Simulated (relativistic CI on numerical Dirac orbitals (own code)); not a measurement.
Si2+: sensitivity of the levels to the model

Base calculation: Dirac-Coulomb-Breit CI, orbitals from a KLI potential per configuration, QED by a radiative potential, valence Slater integrals scaled by 0.85, P86 correlation energy added to each configuration.

Configurations in the expansion (outside the closed core [Ne]): 3s², 3s3p, 3p², 3s3d, 3d², 3s4s, 3p3d, 3p4s, 3s4p, 3s4d, 3s5s, 3s4f, 3s5p, 3d4s, 3s5d, 3s5f. Levels of other configurations are missing.

The lowest level and the first level of each name with at least 55 % of one term (blank where a level has no safe partner in the second run):

```tsv
Level	Base (cm⁻¹)	Shift (cm⁻¹)
3s² ¹S0	0.0	0.0
3s3p ³P°0	50974.0	+24.4
3s3p ³P°1	51095.9	+24.1
3s3p ³P°2	51345.1	+23.4
3s3p ¹P°1	80547.9	+24.9
3p² ¹D2	121611.0	+41.2
3p² ³P0	128038.1	+51.5
3p² ³P1	128165.7	+51.1
3p² ³P2	128413.7	+50.4
3s3d ³D3	142557.9	+20.8
3s3d ³D2	142562.2	+20.8
3s3d ³D1	142565.7	+20.8
3p² ¹S0	152201.6	+49.1
3s4s ³S1	153553.6	+12.7
```

For a near-neutral ion this model can misplace configurations by up to about 10,000 cm⁻¹ (more where the count of f electrons changes) and terms by 10 to 25 % of their spread. Rates follow the energies as ν³ (E1, M1) or ν⁵ (E2), so they and the lifetimes can be off by large factors. The fine structure of a lone outer electron comes out too small, for d and f at times inverted, and misplaced configurations move strength between like terms. 55 of the 68 excited levels that our extract of the measured tables holds in this range could be paired (the sources list more); they are missed by 1204 cm⁻¹ on average and 3957 at most, and levels without a partner can miss by more.

(1) One thing was changed in a second run, which moved the levels as shown. Which?
A. Breit term removed
B. only the first 3 configurations
C. self-excluded LDA correlation estimate
D. configuration mixing switched off
E. Slater integrals left unscaled
F. QED terms removed

Answers

(1) F. QED terms removed. QED shifts follow the density of s (and p1/2) electrons at the nucleus, so configurations move by their count of such electrons; where none moves, the smaller shifts of p3/2 electrons and of j = l + 1/2 against j = l − 1/2 set the pattern.
